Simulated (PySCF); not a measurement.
**Name the molecule from its bond curve**

A diatomic of charge 0 contains Tl. Its singlet curve at PBE0 in a triple-zeta basis (scalar-relativistic core potentials, PySCF), in eV from the separated fragments:

(R (Å), E (eV)): (1.643, -2.127), (1.720, -2.318), (1.796, -2.427), (1.854, -2.467), (1.911, -2.478), (1.968, -2.466), (2.045, -2.423), (2.140, -2.334), (2.255, -2.193), (2.408, -1.971)

The fit gives ωe = 1380 cm⁻¹ and the rotational constant Bₑ = 4.614 cm⁻¹.

Problem. Which atom is the partner?

Solution. The minimum lies at 1.909 Å, so the reduced mass is 16.8576 u Å² cm⁻¹/(Bₑ·Re²) = 1.003 u. With Tl at 204.97 u the partner weighs about 1.0 u: H. The molecule is TlH.

Spin–orbit coupling is left out, which matters for elements this heavy, above all for dissociation energies.
